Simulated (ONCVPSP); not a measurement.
# Configuration tests for caesium (ONCV)

- Element: Cs (Z = 55)
- Generator: ONCVPSP 4.0.1
- Type: optimised norm-conserving Vanderbilt (ONCV)
- Functional: Wu-Cohen
- Relativity: scalar-relativistic
- Frozen core: [Kr] 4d10
- Valence charge: 9
- Reference configuration: 5s2 5p6 6s1
- Partial waves: 5s+6s: rc 2.75 bohr, ncon 4, nbas 7, qcut 3.6 1/bohr, 2 projectors; 5p: rc 2.20 bohr, ncon 4, nbas 7, qcut 4.3 1/bohr, 3 projectors, debl 1.4 Ha; d scattering state at 0.02 Ha: rc 2.15 bohr, ncon 4, nbas 8, qcut 4.4 1/bohr, 3 projectors, debl 3.9 Ha
- Local potential: polynomial inside 1.60 bohr (lpopt 5, dvloc0 6 Ha)
- Core correction: none

Energies are relative to the spin-unpolarised reference configuration 5s2 5p6 6s1; without spin polarisation the order of configurations can differ from experiment.

```tsv
valence configuration	charge	ΔE all-electron (eV)	error AE − PS (meV)
5s2 5p6 6s0 6p1	0	1.306	0.0
5s2 5p5 6s1	+1	17.906	-3.4
```

(1) What are ΔE and the potential's error for 5s2 5p6 6s0?

(2) What are ΔE and the potential's error for 5s2 5p6 6s0.5?

Levels in the configuration 5s2 5p6 6s0:

```tsv
level	all-electron (eV)	pseudo (eV)
5s	-31.994	-32.001
5p	-18.690	-18.691
```

Answers

(1) ΔE = 3.736 eV all-electron; the error (AE − PS) is -0.2 meV.

(2) ΔE = 1.417 eV all-electron; the error (AE − PS) is -0.1 meV.
